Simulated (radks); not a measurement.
Results of a calculation; reference values are marked as such.
Task: Species: Be0.3+. Configuration: 1s(up 1, down 0.7) 2s2 (fractional occupations, a model configuration). Code: a radial shooting solver on a logarithmic mesh with Libxc functionals. Model: non-relativistic Kohn-Sham, PBE, spin-polarised, spherical densities, point nucleus. Some entries of the table are withheld. Estimate them.

orbital,occ.,eigenvalue (eV),<r> (bohr),r(max) (bohr)
1s up,1,-120.7444,(1),0.2613
1s down,0.7,-117.1859,(2),0.2629
2s up,1,-8.8771,2.327,(3)
2s down,1,-8.7537,2.351,(4)

Result: 
(1) 1s up <r> (bohr): 0.4081
(2) 1s down <r> (bohr): 0.4124
(3) 2s up r(max) (bohr): 1.862
(4) 2s down r(max) (bohr): 1.881
